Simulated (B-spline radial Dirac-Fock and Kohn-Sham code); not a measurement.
## Electron momentum distribution of Cr⁶⁺: Compton profiles

System: Cr⁶⁺ in the configuration [Ne] 3s2 3p6, inside a Watson sphere of charge -6 and radius 2.2 Å (a model of the Madelung potential; inside it an electron's potential energy is raised by 39.3 eV).

Level of theory: the impulse approximation on Dirac-Fock densities; an atomic code on a B-spline grid. pz is in atomic units of momentum; subshell profiles are per electron, for a selection of subshells; open shells are spread over both j values by their weights.

```csv
pz,J total,J 2p1/2,J 2p3/2,J 3s1/2,J 3p3/2
0,2.798,0.0707,0.0713,0.353,0.220
0.2,2.782,0.0707,0.0713,0.345,0.220
0.3,2.761,0.0707,0.0713,0.336,0.220
0.4,2.732,0.0707,0.0713,0.323,0.219
0.5,2.694,0.0707,0.0713,0.307,0.219
0.6,2.648,0.0706,0.0713,0.289,0.217
0.8,2.530,0.0706,0.0713,0.248,0.212
1,2.383,0.0706,0.0712,0.205,0.204
1.2,2.212,0.0705,0.0711,0.162,0.191
1.4,2.025,0.0703,0.0710,0.124,0.174
1.6,1.833,0.0701,0.0707,0.0919,0.155
1.8,1.644,0.0698,0.0704,0.0668,0.134
2,1.466,0.0693,0.0699,0.0484,0.112
2.5,1.100,0.0677,0.0683,0.0252,0.0661
3,0.8540,0.0653,0.0658,0.0199,0.0347
4,0.5969,0.0581,0.0584,0.0188,0.00919
5,0.4634,0.0488,0.0489,0.0133,0.00525
7,0.2835,0.0300,0.0298,0.00345,0.00471
10,0.1344,0.0120,0.0117,0.000511,0.00220
15,0.04795,0.00241,0.00230,0.000400,0.000418
20,0.02099,0.000553,0.000519,0.000223,8.99e-05
30,0.005196,4.84e-05,4.35e-05,5.16e-05,7.14e-06
40,0.001577,7.19e-06,6.17e-06,1.38e-05,< 1e-6
60,0.0002314,< 1e-6,< 1e-6,1.76e-06,< 1e-6
100,1.661e-05,< 1e-6,< 1e-6,< 1e-6,< 1e-6
```

J(0) = 2.798. The 3p3/2 subshell gives the largest part, 31 %.

Mean momentum ⟨p⟩ by subshell (a.u.): 1s1/2 20.3, 2s1/2 6.64, 2p1/2 8.94, 2p3/2 8.84, 3s1/2 2.89, 3p1/2 3.37, 3p3/2 3.35.

Values without a named source are computed, but for edge energies of neutral atoms, which are taken from tables.
